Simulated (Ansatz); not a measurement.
(ClBe-mu-NH2)2 (Be2N2Cl2H4). The state is a singlet with charge 0. Geometry PBE-D4/def2-SVP; atoms count from 1.

Cartesian coordinates in Å:
```
Be 0.077 -0.864 0.743
Cl 0.466 -2.363 1.799
N 0.609 0.755 0.805
Be 0.031 0.817 -0.797
Cl 0.344 2.011 -2.207
N -0.782 -0.680 -0.718
H 1.604 0.949 0.987
H 0.100 1.353 1.475
H -1.807 -0.613 -0.614
H -0.641 -1.366 -1.472
```

(1) Estimate the Mulliken populations from the PBE0/def2-TZVP orbitals of Ansatz.

(2) And the Mayer bond orders between heavy atoms (over 0.3)?

Results:

(1) 
| atom | charge (e) |
| --- | --- |
| Be1 | 0.17 |
| Cl2 | -0.27 |
| N3 | -0.39 |
| Be4 | 0.17 |
| Cl5 | -0.27 |
| N6 | -0.39 |
| H7 | 0.25 |
| H8 | 0.25 |
| H9 | 0.25 |
| H10 | 0.25 |
Mulliken values depend strongly on the basis.

(2) Be1–Cl2 1.18 (1.87 Å); Be1–N3 0.77 (1.71 Å); Be1–N6 0.77 (1.71 Å); N3–Be4 0.77 (1.71 Å); Be4–Cl5 1.18 (1.87 Å); Be4–N6 0.77 (1.71 Å).
